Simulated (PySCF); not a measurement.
C2H7F2NSi, SMILES FC(F)C[SiH2]N. Atoms are numbered in the order given.

```xyz
13

N      2.8371    -0.1538     0.0000
Si     1.1988     0.4487     0.0000
C     -0.1407    -0.9296     0.0000
C     -1.5723    -0.4401     0.0000
F     -1.8067     0.3383    -1.1077
F     -1.8067     0.3383     1.1077
H      3.1998    -0.6134     0.8386
H      3.1998    -0.6134    -0.8386
H      1.0298     1.2774    -1.2400
H      1.0298     1.2774     1.2400
H      0.0154    -1.5745     0.8908
H      0.0154    -1.5745    -0.8908
H     -2.3345    -1.2552     0.0000
```
Charge 0, spin multiplicity 1.

Geometry: PBE-D3(BJ)/def2-SVP. The geometry has at least one imaginary mode, so it is a saddle point at that level. This is a generated structure with no PubChem entry under its InChIKey; it may be hypothetical. Other conformers were not sampled.

These are PBE-D3(BJ)/def2-SVP run with PySCF 2.14.0 values and carry that method's errors.

Frequencies are harmonic and unscaled.

```json
[
 {"mode": "1", "ν (cm⁻¹)": "32i", "IR (km/mol)": "0.9", "moving atoms (share of kinetic energy)": "H 33 %, Si 30 %, F 19 %, N 18 %"},
 {"mode": "2", "ν (cm⁻¹)": "89", "IR (km/mol)": "0.0", "moving atoms (share of kinetic energy)": "F 58 %, C 16 %, H 15 %, N 11 %"},
 {"mode": "3", "ν (cm⁻¹)": "133", "IR (km/mol)": "0.3", "moving atoms (share of kinetic energy)": "F 32 %, Si 26 %, N 15 %, C 14 %, H 13 %"},
 {"mode": "4", "ν (cm⁻¹)": "192", "IR (km/mol)": "15.2", "moving atoms (share of kinetic energy)": "H 97 %"},
 {"mode": "5", "ν (cm⁻¹)": "214", "IR (km/mol)": "10.6", "moving atoms (share of kinetic energy)": "N 31 %, Si 26 %, F 20 %, H 19 %"},
 {"mode": "6", "ν (cm⁻¹)": "355", "IR (km/mol)": "0.8", "moving atoms (share of kinetic energy)": "F 45 %, H 37 %, C 16 %"},
 {"mode": "7", "ν (cm⁻¹)": "371", "IR (km/mol)": "214.1", "moving atoms (share of kinetic energy)": "H 73 %, N 26 %"},
 {"mode": "8", "ν (cm⁻¹)": "458", "IR (km/mol)": "12.2", "moving atoms (share of kinetic energy)": "H 88 %, Si 10 %"},
 {"mode": "9", "ν (cm⁻¹)": "491", "IR (km/mol)": "3.7", "moving atoms (share of kinetic energy)": "F 71 %, C 22 %"},
 {"mode": "10", "ν (cm⁻¹)": "585", "IR (km/mol)": "10.3", "moving atoms (share of kinetic energy)": "C 49 %, Si 24 %, H 14 %, F 12 %"},
 {"mode": "11", "ν (cm⁻¹)": "644", "IR (km/mol)": "5.3", "moving atoms (share of kinetic energy)": "H 90 %"},
 {"mode": "12", "ν (cm⁻¹)": "712", "IR (km/mol)": "56.1", "moving atoms (share of kinetic energy)": "C 50 %, F 26 %, H 15 %, Si 9 %"},
 {"mode": "13", "ν (cm⁻¹)": "822", "IR (km/mol)": "23.7", "moving atoms (share of kinetic energy)": "N 47 %, H 30 %, Si 22 %"},
 {"mode": "14", "ν (cm⁻¹)": "829", "IR (km/mol)": "3.5", "moving atoms (share of kinetic energy)": "H 57 %, C 30 %, F 8 %"},
 {"mode": "15", "ν (cm⁻¹)": "861", "IR (km/mol)": "171.4", "moving atoms (share of kinetic energy)": "H 75 %, Si 12 %"},
 {"mode": "16", "ν (cm⁻¹)": "882", "IR (km/mol)": "60.8", "moving atoms (share of kinetic energy)": "H 85 %, Si 8 %"},
 {"mode": "17", "ν (cm⁻¹)": "883", "IR (km/mol)": "28.9", "moving atoms (share of kinetic energy)": "H 80 %, N 15 %"},
 {"mode": "18", "ν (cm⁻¹)": "922", "IR (km/mol)": "24.8", "moving atoms (share of kinetic energy)": "H 55 %, C 33 %"},
 {"mode": "19", "ν (cm⁻¹)": "996", "IR (km/mol)": "143.3", "moving atoms (share of kinetic energy)": "H 47 %, C 28 %, F 23 %"},
 {"mode": "20", "ν (cm⁻¹)": "1118", "IR (km/mol)": "101.5", "moving atoms (share of kinetic energy)": "C 51 %, F 25 %, H 23 %"},
 {"mode": "21", "ν (cm⁻¹)": "1161", "IR (km/mol)": "47.6", "moving atoms (share of kinetic energy)": "H 62 %, C 29 %, F 9 %"},
 {"mode": "22", "ν (cm⁻¹)": "1208", "IR (km/mol)": "112.6", "moving atoms (share of kinetic energy)": "C 58 %, H 40 %"},
 {"mode": "23", "ν (cm⁻¹)": "1332", "IR (km/mol)": "63.9", "moving atoms (share of kinetic energy)": "H 72 %, C 27 %"},
 {"mode": "24", "ν (cm⁻¹)": "1346", "IR (km/mol)": "20.8", "moving atoms (share of kinetic energy)": "H 81 %, C 17 %"},
 {"mode": "25", "ν (cm⁻¹)": "1367", "IR (km/mol)": "26.2", "moving atoms (share of kinetic energy)": "H 85 %, C 14 %"},
 {"mode": "26", "ν (cm⁻¹)": "1496", "IR (km/mol)": "30.0", "moving atoms (share of kinetic energy)": "H 90 %, N 10 %"},
 {"mode": "27", "ν (cm⁻¹)": "2180", "IR (km/mol)": "80.4", "moving atoms (share of kinetic energy)": "H 98 %"},
 {"mode": "28", "ν (cm⁻¹)": "2190", "IR (km/mol)": "117.6", "moving atoms (share of kinetic energy)": "H 96 %"},
 {"mode": "29", "ν (cm⁻¹)": "2954", "IR (km/mol)": "74.0", "moving atoms (share of kinetic energy)": "H 92 %"},
 {"mode": "30", "ν (cm⁻¹)": "2991", "IR (km/mol)": "8.3", "moving atoms (share of kinetic energy)": "H 94 %"},
 {"mode": "31", "ν (cm⁻¹)": "3047", "IR (km/mol)": "3.9", "moving atoms (share of kinetic energy)": "H 91 %, C 9 %"},
 {"mode": "32", "ν (cm⁻¹)": "3491", "IR (km/mol)": "19.9", "moving atoms (share of kinetic energy)": "H 96 %"},
 {"mode": "33", "ν (cm⁻¹)": "3586", "IR (km/mol)": "21.3", "moving atoms (share of kinetic energy)": "H 91 %, N 9 %"}
]
```
